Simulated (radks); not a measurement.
The nitrogen anion N2-, [He] 2s2 2p5, held by a Watson sphere: a shell of charge +2 at radius R that stands for the Madelung well of a crystal (potential energy -2/R inside, -2/r outside, in hartree with lengths in bohr). Calculated with a radial shooting solver on a logarithmic mesh with Libxc functionals: scalar-relativistic Kohn-Sham, PBEsol, spin-polarised, spherical densities, point nucleus; open shells are filled with parallel spins first. Response by self-consistent Sternheimer equations with the Hartree and adiabatic LDA kernel, the relativistic mass of each level held fixed and spin-orbit coupling left out. The sphere does not respond.

R (bohr)	e(2s down) (eV)	e(2p up) (eV)	e(2p down) (eV)	<r> 2p (bohr)	sum of <r^2> (bohr^2)	X-ray form factor at sin(theta)/lambda = 0.2 1/angstrom	alpha (bohr^3)
1.91	-17.872	-7.779	-6.758	1.695	22.84	5.062	16.18
1.96	-17.673	-7.628	-6.615	1.712	23.25	5.031	16.97
2.85	-14.908	-5.384	-4.467	2.010	30.62	4.687	39.18
3.03	-14.508	-5.035	-4.125	2.073	32.18	4.651	46.32
3.13	-14.305	-4.855	-3.948	2.108	33.06	4.635	50.83
3.4	-13.817	-4.418	-3.513	2.209	35.52	4.601	65.34
